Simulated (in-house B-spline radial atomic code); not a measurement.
Spin-orbit splittings of orbital energies (j = l + 1/2 less j = l - 1/2) and ratios of mean radii (lower j over upper j) along the 30-electron series, configuration [Ar] 3d10 4s2. Computed with an all-electron radial atomic-structure program (B-spline basis): Dirac-Hartree-Fock, average of the configuration, finite nuclei.

```json
{"ion": "Yb40+", "Z": "70", "splitting of 2p (eV)": "1053.59", "radius ratio of 2p": "0.90251", "splitting of 3p (eV)": "236.38", "radius ratio of 3p": "0.94075", "splitting of 3d (eV)": "51.605", "radius ratio of 3d": "0.97924"}
{"ion": "Lu41+", "Z": "71", "splitting of 2p (eV)": "1124.46", "radius ratio of 2p": "0.89944", "splitting of 3p (eV)": "253.53", "radius ratio of 3p": "0.93894", "splitting of 3d (eV)": "55.321", "radius ratio of 3d": "0.97862"}
{"ion": "Hf42+", "Z": "72", "splitting of 2p (eV)": "1199.21", "radius ratio of 2p": "0.89631", "splitting of 3p (eV)": "271.69", "radius ratio of 3p": "0.93709", "splitting of 3d (eV)": "59.236", "radius ratio of 3d": "0.978"}
{"ion": "Ta43+", "Z": "73", "splitting of 2p (eV)": "?", "radius ratio of 2p": "?", "splitting of 3p (eV)": "?", "radius ratio of 3p": "?", "splitting of 3d (eV)": "?", "radius ratio of 3d": "?"}
{"ion": "W44+", "Z": "74", "splitting of 2p (eV)": "1361.05", "radius ratio of 2p": "0.88986", "splitting of 3p (eV)": "311.2", "radius ratio of 3p": "0.93326", "splitting of 3d (eV)": "67.691", "radius ratio of 3d": "0.97672"}
{"ion": "Re45+", "Z": "75", "splitting of 2p (eV)": "1448.51", "radius ratio of 2p": "0.88654", "splitting of 3p (eV)": "332.65", "radius ratio of 3p": "0.93129", "splitting of 3d (eV)": "72.247", "radius ratio of 3d": "0.97606"}
{"ion": "Os46+", "Z": "76", "splitting of 2p (eV)": "?", "radius ratio of 2p": "?", "splitting of 3p (eV)": "?", "radius ratio of 3p": "?", "splitting of 3d (eV)": "?", "radius ratio of 3d": "?"}
{"ion": "Ir47+", "Z": "77", "splitting of 2p (eV)": "1637.54", "radius ratio of 2p": "0.8797", "splitting of 3p (eV)": "379.22", "radius ratio of 3p": "0.92721", "splitting of 3d (eV)": "82.054", "radius ratio of 3d": "0.97471"}
{"ion": "Pt48+", "Z": "78", "splitting of 2p (eV)": "1739.53", "radius ratio of 2p": "0.87618", "splitting of 3p (eV)": "404.45", "radius ratio of 3p": "0.9251", "splitting of 3d (eV)": "87.321", "radius ratio of 3d": "0.97403"}
```

Question: Fill in the row of Ta43+.

Answer: splitting of 2p (eV): 1278.01; radius ratio of 2p: 0.89312; splitting of 3p (eV): 290.9; radius ratio of 3p: 0.9352; splitting of 3d (eV): 63.357; radius ratio of 3d: 0.97736.

Question: Fill in the row of Os46+.

Answer: splitting of 2p (eV): 1540.6; radius ratio of 2p: 0.88316; splitting of 3p (eV): 355.3; radius ratio of 3p: 0.92927; splitting of 3d (eV): 77.033; radius ratio of 3d: 0.97539.

Question: With what power of Z does the column «splitting of 3p (eV)» change over this range?

Answer: A fit of the logarithm of its size against log Z from Z = 70 to 78 has slope 4.96. An unscreened hydrogenic electron would give 4 at low Z; screening makes the apparent power larger near the neutral end, and relativity raises it again at high Z.
